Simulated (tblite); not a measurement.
Compound: C4H11NSi.
SMILES with atom numbers: `[SiH3:1][N:2]1[CH2:3][CH2:4][CH2:5][CH2:6]1` (hydrogens: H7, H8, H9 on Si1; H10, H11 on C3; H12, H13 on C4; H14, H15 on C5; H16, H17 on C6)

Computed with GFN2-xTB (tblite), gas phase: Langevin dynamics at 200 K from the optimised GFN2-xTB geometry, time step 0.5 fs, friction 0.01 fs⁻¹, 2000 steps. The instantaneous temperature is 2·E(kin)/(3Nk) with all 3N coordinates.

| t (fs) | T (K) | E(pot) above start (eV) | Si1–N2 (Å) | N2–C3 (Å) | C3–C4 (Å) | C4–C5 (Å) | C5–C6 (Å) | Si1–H7 (Å) |
| --- | --- | --- | --- | --- | --- | --- | --- | --- |
| 0 | 173 | 0.000 | 1.709 | 1.444 | 1.525 | 1.528 | 1.536 | 1.462 |
| 50 | 187 | 0.267 | 1.733 | 1.455 | 1.526 | 1.539 | 1.535 | 1.477 |
| 100 | 142 | 0.349 | 1.730 | 1.456 | 1.512 | 1.523 | 1.494 | 1.486 |
| 150 | 173 | 0.325 | 1.720 | 1.441 | 1.536 | 1.530 | 1.567 | 1.467 |
| 200 | 140 | 0.267 | 1.709 | 1.471 | 1.519 | 1.551 | 1.525 | 1.450 |
| 250 | 191 | 0.339 | 1.742 | 1.432 | 1.554 | 1.498 | 1.568 | 1.488 |
| 300 | 190 | 0.396 | 1.774 | 1.457 | 1.518 | 1.555 | 1.548 | 1.413 |
| 350 | 202 | 0.326 | 1.708 | 1.472 | 1.533 | 1.551 | 1.531 | 1.518 |
| 400 | 202 | 0.348 | 1.700 | 1.453 | 1.529 | 1.540 | 1.554 | 1.519 |
| 450 | 166 | 0.425 | 1.729 | 1.436 | 1.532 | 1.527 | 1.501 | 1.410 |
| 500 | 182 | 0.389 | 1.719 | 1.446 | 1.549 | 1.504 | 1.598 | 1.437 |
| 550 | 233 | 0.478 | 1.696 | 1.488 | 1.514 | 1.568 | 1.491 | 1.510 |
| 600 | 198 | 0.467 | 1.688 | 1.412 | 1.544 | 1.542 | 1.569 | 1.448 |
| 650 | 217 | 0.276 | 1.705 | 1.419 | 1.592 | 1.516 | 1.535 | 1.471 |
| 700 | 192 | 0.278 | 1.710 | 1.473 | 1.510 | 1.577 | 1.516 | 1.483 |
| 750 | 190 | 0.283 | 1.709 | 1.462 | 1.501 | 1.538 | 1.530 | 1.488 |
| 800 | 116 | 0.356 | 1.727 | 1.420 | 1.542 | 1.533 | 1.550 | 1.502 |
| 850 | 222 | 0.294 | 1.748 | 1.422 | 1.505 | 1.537 | 1.520 | 1.427 |
| 900 | 254 | 0.333 | 1.730 | 1.450 | 1.571 | 1.511 | 1.579 | 1.457 |
| 950 | 189 | 0.377 | 1.759 | 1.441 | 1.518 | 1.525 | 1.535 | 1.485 |
| 1000 | 211 | 0.439 | 1.734 | 1.457 | 1.566 | 1.563 | 1.536 | 1.479 |

Task: From 500 fs on, how do temperature and potential energy compare with equipartition?

Result: The mean temperature of these 11 frames is 200 K against the target 200 K, and the mean potential energy 0.36 eV against 45 × kT/2 = 0.39 eV for 45 classical harmonic modes. For 17 atoms in a canonical ensemble the temperature itself scatters by T·√(2/(3N)) = 40 K; here its standard deviation is 34 K. The whole run lasts only 10 friction times of 100 fs, so these averages carry a wide statistical error.

Task: What are the kinetic and total energies of the listed frame with the highest potential energy?

Result: The one at 550 fs, 0.478 eV above the start. Its kinetic energy is 3NkT/2 = 0.512 eV at 233 K, so the sum is 0.99 eV; over the listed frames the sum runs from 0.38 to 0.99 eV, since the thermostat adds and removes energy.

Task: How much do the listed bonds fluctuate from 500 fs on?

Result: 
```tsv
bond	at the start (Å)	mean (Å)	standard deviation (Å)
Si1–N2	1.709	1.720	0.021
N2–C3	1.444	1.445	0.023
C3–C4	1.525	1.537	0.029
C4–C5	1.528	1.538	0.023
C5–C6	1.536	1.542	0.029
Si1–H7	1.462	1.472	0.025
```

The motion is classical and holds no zero-point motion.

The cost below is that of the whole dynamics run. The run took 8.2 s on one thread of an Intel Xeon 6975P-C, shared host, and the process peaked at 0.18 GiB of memory.
